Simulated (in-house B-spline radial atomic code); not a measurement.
Ionising As7+ with different functionals

Computed with an all-electron radial atomic-structure program (B-spline basis): scalar-relativistic (spin-free X2C) Hamiltonian, Fermi nucleus of rms radius 4.0968 fm, spin-polarised at highest spin, spherical fractional occupations for the functionals, and exact exchange of hybrids averaged over the configuration. The ionisation energy is the difference of two self-consistent energies, [Ar] 3d8 → [Ar] 3d7, without Breit or QED terms; ε is the level of the shell that loses the electron (its least bound occupied spin orbital). There is no spin-orbit coupling in this Hamiltonian.

| method | rung | ΔSCF (eV) | -ε(3d) (eV) |
| --- | --- | --- | --- |
| PBE0 | global hybrid | ? | ? |
| B3LYP | global hybrid | 181.81 | 169.74 |
| TPSSh | global hybrid | 181.56 | 167.61 |
| M06-2X | global hybrid | 181.48 | 175.90 |
| BHandHLYP | global hybrid | 181.35 | 175.05 |
| r2SCAN0 | global hybrid | ? | ? |
| B97-1 | global hybrid | 181.71 | 169.83 |
| HSE06 | range-separated hybrid | 181.57 | 170.05 |
| wB97X | range-separated hybrid | 181.36 | 172.26 |
| CAM-B3LYP | range-separated hybrid | 181.74 | 171.74 |
| LC-wPBE | range-separated hybrid | 181.78 | 171.74 |

(1) What does PBE0 give?

(2) What does r2SCAN0 give?

(3) Among the functionals, which spreads more, the ΔSCF values or the orbital energies?

(4) How do they compare with the NIST value?

## Answers

(1) ΔSCF 181.65 eV, and -ε(3d) = 170.54 eV.

(2) ΔSCF 181.60 eV, and -ε(3d) = 170.67 eV.

(3) The orbital energies: ΔSCF values span about 0.46 eV and the orbital energies 8.29 eV; here energy differences depend much less on the functional than eigenvalues do.

(4) NIST lists 180 eV ± 2.1 (tabulated theory, ground level to ground level). Errors run from +1.35 to +1.81 eV; all lie within about twice that uncertainty, so the table can't rank the methods.
